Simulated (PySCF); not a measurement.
Run record for `C[C@@H]([SiH2]Cl)[GeH2][C]#N`: PBE0/def2-SVPD, fitting basis def2-universal-jkfit, full TDDFT, 3 singlets.

Method: TDDFT PBE0/def2-SVPD, vertical, gas phase, core orbitals frozen in the response (PySCF 2.14.0, density-fitted response routines). Geometry: GFN2-xTB. The command runs a driver script over a list of jobs; the input below is this job's line of settings and its coordinates in Å.

Command:
```bash
OMP_NUM_THREADS=1 python probes_run.py task.json out
```

Input:
```
{"job": {"kind": "uv", "xc": "PBE0", "basis": "def2-SVPD", "nstates": 3, "ntriplets": 5, "tda": false, "scf": {"aux": "def2-universal-jkfit"}}, "charge": 0, "multiplicity": 1}
C     -0.205605    -1.336193     1.032604
C     -0.606255    -0.470085    -0.159664
Si    -1.383809     1.182199     0.387575
Cl    -1.782675     2.220070    -1.290806
Ge     0.975478    -0.155469    -1.324025
C      2.277380     0.805601    -0.298043
N      3.042296     1.368376     0.342149
H      0.204428    -2.291495     0.702724
H      0.553638    -0.834927     1.632548
H     -1.063278    -1.536407     1.672689
H     -1.339428    -1.014917    -0.763109
H     -0.448927     1.947435     1.207724
H     -2.637284     0.919380     1.092941
H      1.664105    -1.447677    -1.691017
H      0.745522     0.652098    -2.566202
```

Problem. Predict the output.

Solution. 
```
final grid: 124304 points
cycle   1  E = -2999.1906424610  dE = -6.715e-02  |g| = 5.948e-01  |ddm| = 5.184e+00
cycle   2  E = -2999.0674481161  dE =  1.232e-01  |g| = 9.601e-01  |ddm| = 1.911e+00
cycle   3  E = -2999.2487619983  dE = -1.813e-01  |g| = 2.520e-01  |ddm| = 1.238e+00
cycle   4  E = -2999.2620484984  dE = -1.329e-02  |g| = 3.649e-02  |ddm| = 2.585e-01
cycle   5  E = -2999.2622777328  dE = -2.292e-04  |g| = 1.485e-02  |ddm| = 6.383e-02
cycle   6  E = -2999.2623399480  dE = -6.222e-05  |g| = 2.758e-03  |ddm| = 2.408e-02
cycle   7  E = -2999.2623417658  dE = -1.818e-06  |g| = 5.841e-04  |ddm| = 4.916e-03
cycle   8  E = -2999.2623418509  dE = -8.506e-08  |g| = 1.385e-04  |ddm| = 1.194e-03
cycle   9  E = -2999.2623418563  dE = -5.351e-09  |g| = 3.281e-05  |ddm| = 2.883e-04
cycle  10  E = -2999.2623418565  dE = -2.628e-10  |g| = 9.110e-06  |ddm| = 5.557e-05
converged SCF energy = -2999.2623418565

Static polarisability (au): isotropic 104.774, principal 99.143 104.220 110.960

Singlet excitations
state   eV       nm        f      main configurations
  1   6.9902    177.4   0.06010   H->L 0.86
  2   7.0920    174.8   0.00189   H->L+1 0.74
  3   7.2590    170.8   0.00133   H->L+2 0.29, H-3->L 0.28, H->L+1 0.09

Triplet excitations (Tamm-Dancoff, eV): 5.9875 6.4525 6.5122 6.7147 6.9285
```

H and L stand for HOMO and LUMO; the number after each pair is its weight.

Problem. Give S1 in cm⁻¹ and kJ/mol.

Solution. 6.9902 eV × 8065.54 = 56380 cm⁻¹; × 96.485 = 674.5 kJ/mol.

Problem. Which computed singlet has the largest oscillator strength, and what do all of them sum to?

Solution. State 1 at 6.99 eV (177 nm), f = 0.060; the 3 states sum to 0.063.

In short: SCF converged in 10 cycles with 233 basis and 968 fitting functions; HOMO -8.60 eV, LUMO -0.46 eV; lowest singlet 6.99 eV; lowest triplet 5.99 eV (Tamm–Dancoff); mean polarisability 104.8 au.

 Relativistic effects, spin–orbit coupling among them, are left out although an element past zinc is present.

Problem. Estimate the wall time. Hardware: Intel Xeon Platinum 8488C, one thread (shared host). And the peak memory of the process?

Solution. About 61 s, with 0.95 GiB resident at the peak, the Python interpreter and its libraries included.

Shape of the structure used: `[CH3:1][C@@H:2]([SiH2:3][Cl:4])[GeH2:5][C:6]#[N:7]`: C1–C2–Si3–Cl4 178°, C1–C2–Ge5–C6 -62°.

One conformer stands for the species.
